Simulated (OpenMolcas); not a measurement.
# Pt2+: moving or changing the point charges

Pt2+ among 4 point charges of -2 e arranged as a tetrahedron (Td), 2.18 Å from the ion.

- Program: OpenMolcas 26.06
- Method: CASSCF
- Basis: ANO-RCC-VTZP [8s7p5d3f1g]
- Scalar Hamiltonian: DKH2, point nucleus
- Active space: 8 electrons in 5 orbitals (5d)
- State averaging: 2S+1 = 3 even, 10 roots; 2S+1 = 1 even, 15 roots
- Spin-orbit coupling: RASSI with atomic mean-field integrals over the reference wave functions

Runs around this geometry, states (labels of Td). Energies in cm-1 above the lowest state or level, χT in cm3 K/mol; under a threefold ground state the first gap can be a small split of the lowest multiplet, not the spin-orbit step; 10Dq and B are least-squares fits to the states below 45000 cm-1, weighted by degeneracy, with a free offset, and given where the rms deviation is under 5 % of |10Dq| (or 100 cm-1) and under 700 cm-1; 10Dq is negative for this site.

```tsv
R (Å)	q (e)	Ground state	First state of that spin	10Dq	B (rms of fit)	First gap with spin-orbit (degeneracies)	χT at 300 K	First state of another spin
2.18	-1.3	3T1	3T2 1580	-1871	855 (26)	500.5 (1, 3)	2.683	1T2 11930
2.01	-2	3T1	3T2 2587			687.5 (1, 3)	2.148	1T2 12079
2.18	-2	3T1	3T2 2030	-2340	845 (81)	594.9 (1, 3)	2.406	1T2 12012
2.38	-2	3T1	3T2 1478	-1742	854 (38)	463.8 (1, 3)	2.782	1T2 11893
```

Taking the first state of the same spin as R^-n, n = -ln(1478 / 2587) / ln(2.38 / 2.01) = 3.3 between the shortest and longest distance.

Scaling the charges by -1.3 / -2 = 0.65 scales |10Dq| by 1871 / 2340 = 0.80; with fixed orbitals a first-order splitting would follow the charge.

An orbital triplet at a regular site is open to Jahn-Teller coupling, which can distort the site and quench the lowest spin-orbit gaps and is left out. Without dynamic correlation the repulsion within the d shell is too large (B by tens of per cent), so at a given field states of lower spin stand too high. Real 4d8 and 5d8 ions are as a rule square planar and diamagnetic. The ground term spreads over less than 5000 cm-1, several times less than with real ligands, so orbital moments are less quenched and χT lies further from the spin-only value than at real sites (holds for R = 2.18, q = -1.3; R = 2.18, q = -2; R = 2.38, q = -2). Point charges carry no covalency, so the field is a model and not that of real ligands. No measured value stands beside these numbers.
